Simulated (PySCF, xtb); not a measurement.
C₂H₄F₂OSi, SMILES O=C[Si@@H](F)CF. Other conformers were not sampled.

Harmonic wavenumbers (cm⁻¹) from GFN2-xTB run with xtb at its own minimum, in rising order: 40, 50, 95, 157, 198, 278, 376, 563, 604, 673, 722, 743, 785, 832, 1027, 1195, 1276, 1357, 1421, 1751, 2378, 2708, 2935, 2960.

Task: What does PBE-D3(BJ)/def2-SVP run with PySCF give at its own minimum? (Estimate from the structure and the level; the computed values follow.)

Result: 59, 82, 115, 147, 231, 285, 344, 594, 650, 706, 746, 807, 865, 898, 1050, 1200, 1257, 1328, 1397, 1717, 2194, 2735, 2941, 3000. Paired by order, the mean absolute difference is 37 cm⁻¹ and the zero-point energies are 35.9 and 36.2 kcal/mol.
